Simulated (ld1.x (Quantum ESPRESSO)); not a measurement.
**Nb (Z = 41): one change to a TM potential, before and after**

Nb, norm-conserving Troullier–Martins (Kleinman–Bylander form), made with ld1.x (Quantum ESPRESSO) 7.5 (PBEsol, non-relativistic). Core [Kr], reference 4d3.5 5s0 5p0 (charge +1.5). Waves: 5p (bound, empty): rc 3.10 bohr; 4d (bound): rc 1.40 bohr; 5s (bound, empty): rc 2.55 bohr. Local part: the s channel. Core correction: a·sin(br)/r model core inside 1.10 bohr.

Change: wave 5p (bound): rc 3.10 bohr becomes 5p (bound): rc 2.06 bohr.

Cutoffs: the cutoffs (Ry, on a coarse ladder) from which the occupation-weighted sum of valence levels, in a spherical-Bessel basis at the reference potential, stays within 10 and 1 mRy of its value at 400 Ry; they do not see the model core or the augmentation charge, which bear on the density cutoff. Errors are all-electron minus pseudo energies relative to the spin-unpolarised reference configuration.

What does the change do?

The potential gets neither clearly harder nor softer (45 Ry and 55 Ry → 45 Ry and 60 Ry); a bound ghost appears in p, which as a rule spoils a file; of the 7 tests that both files solve, the error grows in 0 and shrinks in 1 by more than 15 % and 0.3 meV (median size 49.3 → 48.9 meV).

```csv
quantity,base,changed
"cutoff, loose",45 Ry,45 Ry
"cutoff, tight",55 Ry,60 Ry
bound ghosts,none,p
"error for 4d4 5s1 5p0, meV [ΔE -12.19 eV]",-24,-24
"error for 4d4 5s0 5p0, meV [ΔE -5.87 eV]",-33,-33
"error for 4d3 5s0 5p0, meV [ΔE 8.36 eV]",-49,-49
"error for 4d4.5 5s0.5 5p0, meV [ΔE -11.84 eV]",-71,-71
"error for 4d2 5s0 5p0, meV [ΔE 33.40 eV]",-564,-564
"error for 4d3 5s1 5p1, meV [ΔE -9.09 eV]",-82,-49
"error for 4d4 5s0.5 5p0, meV [ΔE -9.69 eV]",-27,-27
```

Changed file: The cutoffs count occupied waves only; the empty 5p level needs 90 Ry at the loose tolerance. A true bound ghost makes a file unfit for plane-wave use even where its test errors are small: the radial tests pick states by their node count and pass the ghost by.
